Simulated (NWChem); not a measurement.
System: C3H5FO; SMILES CO/C=C/F

Input file for NWChem:

```
start job
memory heap 200 mb stack 900 mb global 1100 mb
geometry units angstroms noautosym nocenter noautoz
  C     -0.291740     2.252788    -0.097422
  O      0.475986     1.122061     0.216677
  C     -0.194903    -0.048336     0.202701
  C      0.409480    -1.192774    -0.117398
  F     -0.239239    -2.355438    -0.042327
  H      0.347164     3.133491     0.048906
  H     -1.173487     2.341351     0.564524
  H     -0.640620     2.234498    -1.145654
  H     -1.250922    -0.040260     0.506295
  H      1.453197    -1.271168    -0.431414
end
basis spherical
  * library 6-31g*
end
dft
  xc b3lyp
  iterations 150
end
property
  shielding
end
task dft property
```

Geometry: optimised at PBE0/def2-SVP.

GIAO values for the isolated, static molecule; σ is the absolute isotropic shielding, δ = σ(reference) − σ with the isolated reference molecule computed at the same levels (13C: tetramethylsilane, 19F: trichlorofluoromethane, 1H: tetramethylsilane, 17O: water).

Atoms are numbered as in the input.

**Question.** Predict the main results of this run. (B3LYP/6-31G* (spherical d), GIAO.) Quantities: δ C1 (ppm); δ O2 (ppm); δ C3 (ppm); δ C4 (ppm); δ F5 (ppm); δ H9 (ppm); δ H10 (ppm).

**Answer.** The δ C1 (ppm) is 55.9, the δ O2 (ppm) comes out as 34.7 and the δ C3 (ppm) is 129.8. The δ C4 (ppm) comes out as 134.3 and the δ F5 (ppm) comes out as -171.6. The δ H9 (ppm) is 6.06 and the δ H10 (ppm) is 6.70.
